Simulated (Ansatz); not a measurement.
Geometry optimisation, Ansatz 0.2.0, RKS r2SCAN-D4/def2-SVP.

The input (input.yaml):

```yaml
crystal:
  periodic: [false, false, false]
  atoms:
    - { symbol: "N", position_ang: [-1.7172, 1.1123, -0.2027] }
    - { symbol: Sn, position_ang: [0.1965, 0.8163, -0.7298] }
    - { symbol: Si, position_ang: [1.0401, -1.1369, 0.5704] }
    - { symbol: O, position_ang: [0.1816, -2.5087, 0.2562] }
    - { symbol: H, position_ang: [-2.33559, 0.8399, -1.07446] }
    - { symbol: H, position_ang: [-2.00581, 0.41037, 0.51724] }
    - { symbol: H, position_ang: [0.3302, 0.4703, -2.4369] }
    - { symbol: H, position_ang: [1.191, 2.2578, -0.366] }
    - { symbol: H, position_ang: [1.0217, -0.8096, 2.0625] }
    - { symbol: H, position_ang: [2.4664, -1.4082, 0.2169] }
    - { symbol: H, position_ang: [-0.8182, -2.2501, 0.5456] }
basis:
  gaussian: { orbitals: def2-SVP }
hamiltonian:
  xc: r2scan
  dispersion: d4
relax:
  f_tol: 0.015
  max_steps: 40
```

Run as:

```bash
$ ansatz run input.yaml --threads 2 --pin off --max-ram 3072MiB --backend cpu --events-out ev --progress --plain --runs-dir out
```

Problem. Where does it end, and by what steps?

Solution. The forces met the threshold. After 12 steps the energy has fallen by 0.632 eV; H6 moved furthest, 0.86 Å.

```
step  energy less start (eV)  largest force component (eV/Å)  accepted
   0                  0.0000                           4.299       yes
   1                 -0.5007                           1.496       yes
   2                 -0.5598                           0.574       yes
   3                 -0.4700                           0.774        no
   4                 -0.6111                           0.213       yes
   5                 -0.6207                           0.102       yes
   6                 -0.6281                           0.026       yes
   7                 -0.6141                           0.907        no
   8                 -0.6301                           0.029       yes
   9                 -0.6302                           0.227       yes
  10                 -0.6322                           0.031       yes
  11                 -0.6324                           0.023       yes
  12                 -0.6325                           0.014       yes
```

```xyz
11
Properties=species:S:1:pos:R:3
N -1.806 1.223 -0.464
Sn 0.208 0.813 -0.722
Si 1.114 -1.216 0.621
O 0.261 -2.610 0.244
H -2.388 0.494 -0.881
H -2.071 1.273 0.522
H 0.329 0.540 -2.414
H 1.004 2.283 -0.320
H 1.055 -0.910 2.090
H 2.531 -1.507 0.262
H -0.686 -2.590 0.422
```

Whether the end is a true minimum wasn't checked by a vibrational analysis.

Time of the run: 54 s on 2 threads of AMD EPYC 7R43 64-Core Processor (Zen 3), on a shared host, peak memory 0.18 GiB.
